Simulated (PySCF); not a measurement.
Hf(H)3(SH) (H4HfS), SMILES [SH][HfH3], multiplicity 1.

Coordinates come from a PBE0-D3(BJ)/def2-TZVP optimisation. The multiplicity is an assumed one; other spin states were not compared. The def2 effective core potentials stand for the cores of Hf; spin–orbit coupling is left out.

Calculation: PBE/def2-TZVPD (PySCF).

Isolated molecule, no solvent.

**Question.** Estimate the frontier levels, gap, dipole moment and polarisability. (An estimate is asked for; the answer gives what the named calculation found.)

**Answer.** 
```json
{
 "highest_occupied_level": "-6.93 eV",
 "lowest_empty_level": "-3.04 eV",
 "orbital_gap": "3.88 eV",
 "dipole_moment": "0.145 e·Å",
 "quadrupole, principal values (traceless, Buckingham form, about the centre of nuclear charge)": "-3.01, -0.33, 3.34 D·Å",
 "mean_static_polarisability": "72.9 bohr³ (10.80 Å³)",
 "polarisability_principal_values": "66.2, 66.3, 86.1 bohr³"
}
```
